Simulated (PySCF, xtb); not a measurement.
1,3-oxasiletane-2,4-dione (C2H2O3Si), SMILES O=C1OC(=O)[SiH2]1.

Harmonic wavenumbers (cm⁻¹) from xtb 6.7.1 with GFN2-xTB at its own minimum, in rising order: 114, 312, 348, 354, 379, 536, 542, 561, 589, 624, 729, 736, 871, 1078, 1817, 1871, 2337, 2344.

Task: What does PySCF with TPSSh-D3(BJ)/def2-SVP give at its own minimum? (An estimate is asked for; the answer gives what the named calculation found.)

Result: 130, 330, 340, 387, 399, 541, 634, 637, 676, 687, 785, 839, 932, 1117, 1873, 1956, 2288, 2309. Paired by order, the mean absolute difference is 50 cm⁻¹ and the zero-point energies are 23.1 and 24.1 kcal/mol.
